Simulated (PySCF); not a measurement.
fluoromethane (CH3F), singlet, at a GFN2-xTB geometry; B97-1/aug-cc-pVDZ run with PySCF.

Input for PySCF:
```python
from pyscf import gto, scf, dft

mol = gto.M(
    atom='''
C    -0.61381076    0.09837073    0.07127920
F     0.72439532   -0.11609326   -0.08412091
H    -0.86205911   -0.06032531    1.12128664
H    -0.82870216    1.12501025   -0.22731794
H    -1.14593208   -0.61006993   -0.56455569
''',
    basis='aug-cc-pvdz',
    verbose=4,
)

mf = dft.RKS(mol)
mf.xc = 'b97-1'
mf.kernel()
```

What does PySCF print? Leave out banner, timings and long lists.


```
PySCF version 2.14.0

[INPUT] verbose = 4
[INPUT] num. atoms = 5
[INPUT] num. electrons = 18
[INPUT] charge = 0
[INPUT] spin (= nelec alpha-beta = 2S) = 0
[INPUT] symmetry False subgroup None
[INPUT] Mole.unit = angstrom
[INPUT] Symbol           X                Y                Z      unit          X                Y                Z       unit  Magmom
[INPUT]  1 C     -0.613810760000   0.098370730000   0.071279200000 AA   -1.159934228711   0.185893738374   0.134698166378 Bohr   0.0
[INPUT]  2 F      0.724395320000  -0.116093260000  -0.084120910000 AA    1.368908760717  -0.219384466308  -0.158965481249 Bohr   0.0
[INPUT]  3 H     -0.862059110000  -0.060325310000   1.121286640000 AA   -1.629055621086  -0.113998314279   2.118924656734 Bohr   0.0
[INPUT]  4 H     -0.828702160000   1.125010250000  -0.227317940000 AA   -1.566020121235   2.125961259828  -0.429568649800 Bohr   0.0
[INPUT]  5 H     -1.145932080000  -0.610069930000  -0.564555690000 AA   -2.165497788553  -1.152865084533  -1.066855636165 Bohr   0.0

nuclear repulsion = 37.7337257552363
number of shells = 31
number of NR pGTOs = 103
number of NR cGTOs = 73
basis = aug-cc-pvdz
ecp = {}

******** <class 'pyscf.dft.rks.RKS'> ********
method = RKS
initial guess = minao
damping factor = 0
level_shift factor = 0
DIIS = <class 'pyscf.scf.diis.CDIIS'>
diis_start_cycle = 1
diis_space = 8
diis_damp = 0
SCF conv_tol = 1e-09
SCF conv_tol_grad = None
SCF max_cycles = 50
direct_scf = True
direct_scf_tol = 1e-13
XC library pyscf.dft.libxc version 7.1.2
    S. Lehtola, C. Steigemann, M. J. T. Oliveira, and M. A. L. Marques,  SoftwareX 7, 1–5 (2018)
XC functionals = b97-1
    F. A. Hamprecht, A. J. Cohen, D. J. Tozer, and N. C. Handy,  J. Chem. Phys. 109, 6264 (1998)
radial grids:
    Treutler-Ahlrichs [JCP 102, 346 (1995); DOI:10.1063/1.469408] (M4) radial grids

becke partition: Becke, JCP 88, 2547 (1988); DOI:10.1063/1.454033
pruning grids: <function nwchem_prune>
grids dens level: 3
symmetrized grids: False
atomic radii adjust function: <function treutler_atomic_radii_adjust>
small_rho_cutoff = 0
Set gradient conv threshold to 3.16228e-05
Initial guess from minao.
tot grids = 57808
init E= -139.727379917272
  HOMO = -0.390068130198007  LUMO = -0.0101381106907912  gap/eV = 10.33842
cycle= 1 E= -139.691123206658  delta_E= 0.0363  |g|= 0.377  |ddm|= 2.51
  HOMO = -0.273493473157234  LUMO = 0.00263973238655435  gap/eV = 7.51397
cycle= 2 E= -139.662220393353  delta_E= 0.0289  |g|= 0.579  |ddm|= 0.513
  HOMO = -0.348006164906355  LUMO = 0.00389077957796591  gap/eV = 9.57560
cycle= 3 E= -139.71530083946  delta_E= -0.0531  |g|= 0.0319  |ddm|= 0.303
  HOMO = -0.350320823088341  LUMO = 0.00325169671406034  gap/eV = 9.62120
cycle= 4 E= -139.715472864092  delta_E= -0.000172  |g|= 0.00942  |ddm|= 0.0283
  HOMO = -0.349042689984148  LUMO = 0.00356596370676154  gap/eV = 9.59497
cycle= 5 E= -139.715493032054  delta_E= -2.02e-05  |g|= 0.00308  |ddm|= 0.00946
  HOMO = -0.349520183761987  LUMO = 0.00350404547872163  gap/eV = 9.60628
cycle= 6 E= -139.715495142082  delta_E= -2.11e-06  |g|= 0.000112  |ddm|= 0.00229
  HOMO = -0.349505538758204  LUMO = 0.00349950853050185  gap/eV = 9.60576
cycle= 7 E= -139.715495145328  delta_E= -3.25e-09  |g|= 1.96e-05  |ddm|= 0.000107
  HOMO = -0.349506581133804  LUMO = 0.00350034716960135  gap/eV = 9.60581
cycle= 8 E= -139.715495145441  delta_E= -1.13e-10  |g|= 1.24e-06  |ddm|= 1.76e-05
  HOMO = -0.349506229073835  LUMO = 0.0035003288424349  gap/eV = 9.60580
Extra cycle  E= -139.715495145441  delta_E= 3.98e-13  |g|= 1.52e-06  |ddm|= 2.24e-06
converged SCF energy = -139.715495145441
```
